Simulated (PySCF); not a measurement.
PySCF input file for CH10FNSi3, SMILES N[C@H]([SiH3])[Si@@H](F)[SiH3], SMD-M06-2X/def2-SVP. Geometry optimised at B3LYP-D3(BJ)/def2-SVP. The structure was generated by enumeration; whether it is a known compound was not checked. The values are those of a single conformer.

```python
import numpy as np
from pyscf import gto, scf, dft
from pyscf.solvent import smd

mol = gto.M(
    atom='''
    N     0.37172106   -1.83830445    0.15508994
    C     0.84340634   -0.50275815   -0.28897983
    Si    2.63169825   -0.08161086    0.18338887
    Si   -0.55268341    0.58419404    0.37222839
    F    -0.34260764    2.14551691   -0.08611264
    Si   -2.54986987   -0.31767145   -0.46708039
    H     0.63621980   -2.02469360    1.12248744
    H     0.75448464   -2.59365840   -0.41206043
    H     0.75663294   -0.45454453   -1.38889408
    H     3.01551101    1.28904223   -0.26237304
    H     2.75833725   -0.17267911    1.66907315
    H     3.56425308   -1.08151807   -0.42163082
    H    -0.50897100    0.56648746    1.86535540
    H    -2.28128679   -0.92683249   -1.80390776
    H    -3.09360301   -1.35908221    0.45119537
    H    -3.58862408    0.74374210   -0.63549820
    ''',
    basis='def2-SVP',
    charge=0,
    spin=0,
    max_memory=1600,
    verbose=3,
)
mf = dft.RKS(mol, xc='m06-2x').density_fit(auxbasis='def2-universal-jkfit')
mf.grids.level = 4
mf.conv_tol = 1e-9
mf.max_cycle = 100
mf.kernel()
res = {}
for name in ['water', 'acetone', 'dimethylsulfoxide']:
    s = mf.SMD()
    s.with_solvent.solvent, s.with_solvent.sasa_ng = name, 194
    s.kernel(mf.make_rdm1())
    res[name] = (s.e_tot, s.with_solvent.get_cds(), s.dip_moment(), s.mo_energy, s.converged)
    print(f'SMD {name}: dG(solv) = {(s.e_tot - mf.e_tot) * 627.509474:.3f} kcal/mol, of which CDS {res[name][1] * 627.509474:.3f}')
```

Program output:

```
converged SCF energy = -1066.66347047919
converged SCF energy = -1066.66279573789
Dipole moment(X, Y, Z, Debye):  1.50520, -2.92211,  0.01572
SMD water: dG(solv) = 0.423 kcal/mol, of which CDS 5.942
converged SCF energy = -1066.67063970795
Dipole moment(X, Y, Z, Debye):  1.48583, -2.88171,  0.02009
SMD acetone: dG(solv) = -4.499 kcal/mol, of which CDS 0.683
converged SCF energy = -1066.66792014023
Dipole moment(X, Y, Z, Debye):  1.50047, -2.91225,  0.01682
SMD dimethylsulfoxide: dG(solv) = -2.792 kcal/mol, of which CDS 2.645
```

The calculation finished and met its thresholds.

Cost: around 5 core-minutes (rough).
